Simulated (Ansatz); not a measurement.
Species: sum formula SnOH3, charge -1, multiplicity 1. It need not be the lowest isomer of its formula. Whether it binds its extra electron was not tested at this geometry. 
Coordinates optimised at B3LYP-D3(BJ)/def2-TZVP (Ansatz, a quantum-chemistry and plane-wave program):
SMILES: [OH][SnH2-]
```xyz
5

Sn    -0.2669     0.1246    -0.0980
O      1.6277    -0.5740     0.5143
H     -1.1363    -0.3635     1.4213
H     -0.7668    -1.4158    -0.9223
H      2.2260     0.1433     0.2866
```
Charge -1, spin multiplicity 1.

Parts of the frozen-core correlation energy in STO-3G (Ansatz, hartree). Frozen orbitals: 24; correlated occupied orbitals by spin: 7 and 7; virtual: 4 and 4. Spin-orbit coupling is left out. In def2 rows, elements after Kr have scalar-relativistic effective core potentials. STO-3G rows are all-electron and non-relativistic.

```csv
term,value
reference (HF),-6038.68804
MP2 opposite-spin,-0.06220
MP2 same-spin,-0.00518
CCSD correlation,-0.09298
(T),-0.00128
T1 diagnostic,0.013
largest doubles amplitude,0.079
```
